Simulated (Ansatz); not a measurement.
```xyz
8

O     0.878   -0.579   -1.260
Si    0.306    0.123    0.095
O    -0.732   -0.811    0.958
O    -0.558    1.447   -0.315
H     0.273   -0.679   -1.997
H     1.512    0.429    0.889
H    -0.384   -1.602    1.373
H    -1.294    1.672    0.257
```

Total charge 0; spin multiplicity 1.

(1) List the ωB97M-V/def2-TZVPP orbital energies in eV (Ansatz 0.2.0). (An estimate is asked.)

Answers

(1) Ansatz gave: Occupied: -1807.88, -526.19, -526.10, -526.09, -148.75, -102.89, -102.89, -102.85, -31.51, -30.70, -30.62, -19.00, -17.43, -17.10, -14.43, -13.88, -13.14, -12.73, -12.23, -11.74, -11.44. Lowest empty: 2.20, 2.74, 2.89, 4.21, 4.43, 5.26, 5.69, 7.27.
